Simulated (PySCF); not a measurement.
First SCF of a structure search on doublet [Hg3S]+, at a hand-made trigonal pyramidal geometry. PySCF input:

```python
from pyscf import gto, scf, dft
mol = gto.M(atom='''
S      0.000000     0.000000     0.000000
Hg     2.042100     0.000000     1.085800
Hg    -1.021000     1.768500     1.085800
Hg    -1.021000    -1.768500     1.085800''',
    basis={'S': 'def2-SVP', 'Hg': 'def2-SVP'},
    ecp={'Hg': 'def2-SVP'},
    charge=1, spin=1)
mf = dft.UKS(mol, xc='PBE')
mf.grids.atom_grid = (50, 194)
aux = {'S': 'def2-universal-JKFIT', 'Hg': 'def2-universal-JKFIT'}
mf = mf.density_fit(auxbasis=aux)
mf.conv_tol = 1e-08
mf.diis_space = 10
mf.max_cycle = 60
mf.init_guess = 'huckel'
mf.verbose = 4
mf.kernel()
```

Excerpt of the output (cycles alone):

```
init E= -857.905455351058
cycle= 1 E= -857.867539062539  delta_E= 0.0379  |g|= 0.702  |ddm|= 2.88
cycle= 2 E= -855.613211955297  delta_E= 2.25  |g|= 2.01  |ddm|= 3.96
cycle= 3 E= -858.030149313581  delta_E= -2.42  |g|= 0.376  |ddm|= 2.81
cycle= 4 E= -857.943409923741  delta_E= 0.0867  |g|= 0.535  |ddm|= 3.11
cycle= 5 E= -858.145555263399  delta_E= -0.202  |g|= 0.122  |ddm|= 1.46
cycle= 6 E= -858.159711410311  delta_E= -0.0142  |g|= 0.048  |ddm|= 0.656
cycle= 7 E= -858.161070460531  delta_E= -0.00136  |g|= 0.028  |ddm|= 0.357
cycle= 8 E= -858.161943208894  delta_E= -0.000873  |g|= 0.00887  |ddm|= 0.17
cycle= 9 E= -858.162053978323  delta_E= -0.000111  |g|= 0.00743  |ddm|= 0.104
cycle= 10 E= -858.162103349055  delta_E= -4.94e-05  |g|= 0.00222  |ddm|= 0.0504
cycle= 11 E= -858.162106680594  delta_E= -3.33e-06  |g|= 0.000632  |ddm|= 0.00685
cycle= 12 E= -858.162106982969  delta_E= -3.02e-07  |g|= 0.000294  |ddm|= 0.00339
cycle= 13 E= -858.162107031113  delta_E= -4.81e-08  |g|= 0.000109  |ddm|= 0.00112
cycle= 14 E= -858.162107039186  delta_E= -8.07e-09  |g|= 5.08e-05  |ddm|= 0.000531
Extra cycle  E= -858.162107035685  delta_E= 3.5e-09  |g|= 9.58e-05  |ddm|= 0.000416
converged SCF energy = -858.162107035685  <S^2> = 1.3823876  2S+1 = 2.5552985
```

No lower solution of this spin was found from smeared starts or by a stability analysis within the unrestricted form.

No spin–orbit coupling is included, which matters more the heavier the element.

The search for the lowest solution, 3 starts and the stability check together, took 31 s on 2 threads of a shared Intel Xeon 6975P-C (Granite Rapids) host, with 114 basis functions; the process peaked at 0.49 GiB. Launch command: `OMP_NUM_THREADS=2 python axn.py task.json out`.
